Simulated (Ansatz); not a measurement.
Ideal-gas functions of Cl$_{3}$HO$_{2}$W, SMILES `[O]=[W]([OH])([Cl])([Cl])[Cl]` at 800 K and 1 bar, from an Ansatz frequency run at PBE0-D4/def2-TZVP.

Molar mass 323.2 g/mol, point group Cs (symmetry number 1), electronic degeneracy 1, moments of inertia 316.262, 422.431, 572.854 u Å². Harmonic wavenumbers (cm⁻¹, unscaled): 56, 64, 167, 192, 222, 253, 298, 342, 391, 402, 419, 567, 734, 1084, 3882.

Use S(trans) = R[1.5 ln M + 2.5 ln T − 1.1517]; rotational temperatures θ = 24.2544 K / I; S(rot) = R[ln(√π/σ · √(T³/θAθBθC)) + 1.5]; for each mode x = 1.438777 ν̃/T, S = R[x/(eˣ − 1) − ln(1 − e⁻ˣ)] and H = RT x/(eˣ − 1); 1 cm⁻¹ = 0.0119627 kJ/mol; R = 8.31446 J/(mol·K).

**Question.** By hand: the entropy, in J/(mol·K).

**Answer.** Translation 201.4. Rotation: θ = 0.0767, 0.0574, 0.0423 K, giving 136.3. Vibration, mode by mode: 27.40, 26.29, 18.35, 17.20, 16.00, 14.93, 13.60, 12.49, 11.41, 11.19, 10.86, 8.50, 6.58, 3.97, 0.06, in all 198.8. Electronic 0.0. Sum 536.5 J/(mol·K).

**Question.** By hand: H − E and G − E in kJ/mol, counted from the electronic energy.

**Answer.** Zero-point energy ½ × 9073 × 0.0119627 = 54.3; thermal vibration 67.2; translation, rotation and pV give 4 RT = 26.6. H − E = 148.1 kJ/mol, and G − E = 148.1 − 800 × 536.5/1000 = -281.1 kJ/mol.

Vibration gives 37 % of the entropy, 53.7 J/(mol·K) of it from the modes under 150 cm⁻¹: soft modes count most, and the harmonic formula is weakest for them. The sum counts one conformer and one mirror image; others add a mixing term.
